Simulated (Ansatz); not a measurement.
Molecule: trifluoro(isocyanato)silane, CF3NOSi, charge 0, multiplicity 1. SMILES: O=C=N[Si](F)(F)F
Coordinates optimised at B3LYP-D3(BJ)/def2-TZVP (Ansatz, a program for electronic structure):
```xyz
7

O      3.2467    -0.1067    -0.2157
C      2.0996    -0.0895    -0.0398
N      0.9217    -0.0790     0.1757
Si    -0.7376     0.0254     0.0432
F     -1.4002    -0.2320     1.4439
F     -1.1694     1.4519    -0.4580
F     -1.2856    -1.0436    -0.9715
```
Charge 0, spin multiplicity 1.

Property: atomisation energy (electronic, to ground-state atoms); the coupled-cluster value holds the core correlation from cc-pwCVTZ, in eV. Valence correlation only, unless marked. Open shells are spin-unrestricted. No spin-orbit coupling. Non-relativistic. Basis-set limits of correlation are two-point, X^-3; Hartree-Fock from the larger set.

Level to compare with: CCSD(T)/CBS(aug-cc-pV(T+d)Z,aug-cc-pV(Q+d)Z) plus the core term (Ansatz), 37.27 eV. It is a level with limits of its own, and the differences hold the functionals' basis error too.

**Question.** Rank these functionals by how close they come to CCSD(T)/CBS(aug-cc-pV(T+d)Z,aug-cc-pV(Q+d)Z), closest first: revPBE/def2-TZVPD (Ansatz); PBE0/def2-TZVPD (Ansatz); B97M-V/def2-TZVPD (Ansatz).

**Answer.** B97M-V/def2-TZVPD (meta-GGA with VV10, 37.07 eV, difference -0.20), PBE0/def2-TZVPD (global hybrid, 36.65 eV, difference -0.62), revPBE/def2-TZVPD (GGA, 36.38 eV, difference -0.89)
